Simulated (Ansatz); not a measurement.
HSSi, SMILES [Si]=[SH+] (connectivity only; charge and spin as stated), charge +1, multiplicity 1.

Geometry: B3LYP-D3(BJ)/def2-TZVP. The isomer is the one that the SMILES or the coordinates give; other isomers of the formula were not compared.

Two levels are set side by side: PBE/def2-TZVPD (Ansatz, a program for electronic structure) and PBE0/def2-TZVPD (Ansatz). Energy differences of separate SCF runs at the same geometry; the states with an electron removed or added have multiplicity 2 and 2. Differences are taken from unrounded values.

| quantity | PBE0 | PBE | PBE minus PBE0 |
|---|---|---|---|
| vertical ionisation energy (eV) | 17.29 | 17.22 | -0.07 |
| vertical electron affinity (eV) | 7.45 | 7.36 | -0.09 |
| vertical singlet–triplet gap (eV) | 2.53 | 2.57 | 0.04 |

On these quantities the two levels nearly agree.
